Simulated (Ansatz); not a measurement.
The cluster B₈H₁₃⁻. Total charge -1; singlet. Geometry r2SCAN-D4/def2-SVPD, basis def2-TZVPD, Ansatz.

```xyz
21

B     1.4571    0.0772   -0.2195
B     0.6270   -0.9223   -1.5067
B    -1.1681   -0.2460    0.9474
B    -0.6462    1.3563    1.3557
B     0.5107    0.1346    1.2936
B     0.8360    1.6390    0.4285
B    -1.1738   -0.8761   -1.0916
B     0.1179   -1.1591    0.1206
H    -1.8213    0.1256   -1.3114
H     1.6311    2.4566    0.8408
H     1.2039   -1.8261   -2.0540
H    -1.1341    2.0286    2.2279
H     2.6234   -0.2360   -0.1632
H     0.2501   -2.2958    0.5029
H     1.1457   -0.1529    2.2761
H    -2.0578   -0.8134    1.5279
H     1.2054    0.2307   -1.5913
H    -1.6266    0.9544    0.5543
H    -1.7517   -1.8985   -1.3891
H    -0.3610   -0.5283   -2.2226
H     0.1325    1.9515   -0.5262
```

```json
{"run": "A", "HOMO (eV)": "-4.57", "LUMO (eV)": "3.97"}
{"run": "B", "HOMO (eV)": "-2.24", "LUMO (eV)": "2.97"}
{"run": "C", "HOMO (eV)": "-1.35", "LUMO (eV)": "2.19"}
{"run": "D", "HOMO (eV)": "-4.28", "LUMO (eV)": "4.02"}
{"run": "E", "HOMO (eV)": "-1.47", "LUMO (eV)": "2.40"}
{"run": "F", "HOMO (eV)": "-3.38", "LUMO (eV)": "3.46"}
```

LC-ωPBE has ω = 0.4 bohr⁻¹. The structure comes from a short search, and lower isomers may exist.

Question: The runs used CAM-B3LYP, LC-ωPBE, PBE, PBE0, r2SCAN, ωB97X-V. Estimate which is which.

Answer: A LC-ωPBE (range-separated); B PBE0 (25 % exact exchange); C PBE (0 % exact exchange); D ωB97X-V (range-separated); E r2SCAN (0 % exact exchange); F CAM-B3LYP (range-separated). Exact exchange lowers occupied and raises empty levels; among semilocal functionals meta-GGAs tend to open the gap a little, and such runs are hard to tell apart. The gap grows from 3.54 eV (PBE) to 8.54 eV (LC-ωPBE).
